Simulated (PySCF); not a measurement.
**Static response to an electric field**

Ge(NH2)Cl3.
Cartesian coordinates in Å at the PBE0-D3(BJ)/def2-SVP level; atoms count from 1:
```
atom  x, y, z in Å
Ge1    0.0319    0.0162   -0.5843
N2     0.0893    0.1905    1.2031
H3     0.6884   -0.4792    1.6786
H4    -0.8109    0.2633    1.6687
Cl5    2.0402   -0.0372   -1.2964
Cl6   -0.9956    1.6894   -1.4125
Cl7   -0.9513   -1.7451   -1.3257
```

Level: B3LYP/def2-SVPD (PySCF), static field, nuclei fixed, core orbitals frozen in the response. The polarisability tensor in these axes (au):

```
x   82.06 -0.07  1.09
y   -0.07 81.97  1.06
z    1.09  1.06 74.22
```

Q: Give the principal values, the mean and the anisotropy Δα = √{½[(α1 − α2)² + (α2 − α3)² + (α1 − α3)²]}.

A: Principal values 73.93, 82.07 and 82.25 au; mean 79.42 au = 11.77 Å³ = 13.09 × 10⁻⁴⁰ C²·m²/J; Δα = 8.23 au (10 % of the mean).

Q: What is the dipole moment, and where does it point?

A: (-0.35, -0.57, 2.40) D, 2.49 D in size, pointing from the negative to the positive side. Measured along this direction, the outermost atoms are Cl6 and Cl5 at the negative end and H4 and H3 at the positive end.

Q: Form Σ f/ω² (atomic units) for the 15 lowest TDDFT singlets, given as eV and f, and set it beside the mean polarisability, which is this sum over all singlets: 5.44, 0.0173; 5.96, 0.0011; 6.32, 0.0300; 6.39, 0.0543; 6.65, 0.0192; 6.69, 0.0274; 6.73, 0.0458; 7.07, 0.0283; 7.37, 0.0006; 7.91, 0.0024; 8.06, 0.0386; 8.15, 0.0840; 8.22, 0.0029; 8.26, 0.0095; 8.36, 0.0024.

A: They add up to 5.51 au, 6.9 % of the 79.42 au; the largest single term is 0.99 au, from the state at 6.39 eV. Terms in order: 0.43, 0.02, 0.56, 0.99, 0.32, 0.45, 0.75, 0.42, 0.01, 0.03, 0.44, 0.94, 0.03, 0.10, 0.02 au. Higher excitations give the rest. The strengths listed sum to 0.364.

Q: How large is μ²/3kT at 250 K beside α?

A: In Gaussian units μ²/3kT = 59.92 Å³ against 11.77 Å³, a ratio of 5.09; the Debye molar polarisation (4π/3)N_A(α + μ²/3kT) is 180.8 cm³/mol, leaving out the vibrational part.

Q: Refractivity n − 1 of an ideal gas of it at 400 K and 1 atm, from the electronic α?

A: N = p/kT = 1.8347 × 10¹⁹ cm⁻³, so n − 1 = 2π × N × 11.77 × 10⁻²⁴ cm³ = 1357 × 10⁻⁶ at long wavelengths.

Q: Rayleigh depolarisation ratio (linearly polarised light, static tensor)?

A: ρ = 3Δα²/(45ᾱ² + 4Δα²) = 203.1/(283814 + 270.8) = 0.000715.

Geometry: PBE0-D3(BJ)/def2-SVP; no solvent, vibrations or thermal averaging. The calculation is non-relativistic, for germanium too.

These values come from a run that also computed excited states. The run took 58 s (grids of density and orbitals included) on AMD EPYC, one thread, no GPU, shared host, and the process peaked at 0.66 GiB of memory.
